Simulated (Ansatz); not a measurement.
Geometry optimisation, RHF/def2-SVP in Ansatz 0.2.0.

The input (input.yaml):

```yaml
crystal:
  periodic: [false, false, false]
  atoms:
    - { symbol: Al, position_ang: [-0.013074, 0.266753, -0.012445] }
    - { symbol: Cl, position_ang: [-0.010213, 0.407976, 2.16495] }
    - { symbol: F, position_ang: [1.410513, 0.320246, -0.805795] }
    - { symbol: F, position_ang: [-1.430742, 0.289207, -0.816625] }
    - { symbol: F, position_ang: [0.08126, -2.443663, 0.946195] }
    - { symbol: H, position_ang: [0.107556, -2.136718, 1.80452] }
basis:
  gaussian: { orbitals: def2-SVP }
hamiltonian:
  xc: hf
relax:
  f_tol: 0.03
  max_steps: 50
```

Command:

```bash
$ ansatz run input.yaml --threads 1 --pin off --max-ram 2048MiB --backend cpu --events-out ev --progress --plain --runs-dir out
```

Task: Where does it end, and by what steps?

Result: It converged. After 9 steps the energy has fallen by 0.539 eV; F5 moved furthest, 0.59 Å. Joined: Al1–F5 (2.88 → 1.99 Å).

| step | energy less start (eV) | largest force component (eV/Å) | accepted |
| --- | --- | --- | --- |
| 0 | 0.0000 | 1.533 | yes |
| 1 | -0.1455 | 1.766 | yes |
| 2 | -0.3343 | 1.861 | yes |
| 3 | -0.5141 | 0.874 | yes |
| 4 | -0.5320 | 0.082 | yes |
| 5 | -0.5357 | 0.078 | yes |
| 6 | -0.5376 | 0.108 | yes |
| 7 | -0.5388 | 0.063 | yes |
| 8 | -0.5391 | 0.040 | yes |
| 9 | -0.5392 | 0.023 | yes |

```xyz
6
Properties=species:S:1:pos:R:3
Al 0.008 0.000 0.181
Cl -0.004 0.615 2.195
F 1.415 0.109 -0.657
F -1.410 0.024 -0.647
F 0.065 -1.932 0.655
H 0.071 -2.112 1.554
```

Run time: 13 s on 1 thread of Intel(R) Xeon(R) CPU @ 2.60GHz (Ice Lake), on a shared host, peak memory 0.17 GiB.
